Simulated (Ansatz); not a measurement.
Coupled-cluster diagnostics for the cluster Pb₃O₄⁺, Ansatz.

Geometry of the doublet (PBE0-D4/def2-SVP):

| atom | x (Å) | y (Å) | z (Å) |
| --- | --- | --- | --- |
| Pb1 | 0.384 | -2.384 | 0.765 |
| Pb2 | 1.460 | 1.438 | 1.753 |
| Pb3 | -0.717 | 1.735 | -1.703 |
| O4 | -1.208 | -1.572 | -0.817 |
| O5 | 0.423 | 1.939 | -0.029 |
| O6 | 1.138 | -0.644 | 1.502 |
| O7 | -1.481 | -0.511 | -1.471 |

In the def2 sets Pb takes a core potential; there is no spin–orbit coupling. Correlated methods freeze 16 core orbitals; core or outer-core shells of Pb are correlated, in sets that lack core-valence functions. The structure holds one bond between oxygen atoms, so isomers without such links may lie far lower. Another isomer (doublet) lies 0.34 eV lower at PBE0-D4/def2-TZVP; other spin states weren't run for this one.

(1) Estimate the CCSD(T) correlation energy, the shares of MP2 and (T), T1 and the reference's ⟨S²⟩ for: charge 1, doublet, own geometry in def2-SVP; and the rough time on 4 threads of Intel Xeon on a shared host.

Results:

(1) 
```csv
state,basis,correlation (eV),MP2 share (%),(T) share (%),T1,⟨S²⟩ (pure),wall time
"charge 1, doublet, own geometry",def2-SVP,-28.404,94.9,3.7,0.023,0.77 (0.75),5.4 min
```
Customary marks for T1 are 0.02 (closed shells), 0.045 (open shells) and about 0.05 (3d metals). T1 exceeds 0.02 in 1 of 1 rows and 0.045 in 0; the higher it lies, the less the single-reference result can be trusted.
